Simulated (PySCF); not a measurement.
HfF₃Cl, SMILES [F][Hf]([F])([F])[Cl], multiplicity 1.

Geometry: B3LYP-D3(BJ)/def2-SVP. The spin state was assumed, not searched. The structure was generated by enumeration; whether it is a known compound was not checked. The def2 effective core potentials stand for the cores of Hf; spin–orbit coupling is left out.

Level of theory: ωB97X/def2-TZVP in PySCF.

The molecule is in vacuum.

| Item | Value |
|---|---|
| total energy | -808.20177 hartree |
| point group | C3v |
| highest occupied level | -12.49 eV |
| lowest empty level | 0.89 eV |
| orbital gap | 13.38 eV |
| dipole moment | 0.11 D |
| quadrupole, principal values (traceless, Buckingham form, about the centre of nuclear charge) | -0.16, -0.16, 0.32 D·Å |
| mean static polarisability | 43.2 bohr³ (6.40 Å³) |
| polarisability, principal values | 39.2, 39.2, 51.2 bohr³ |
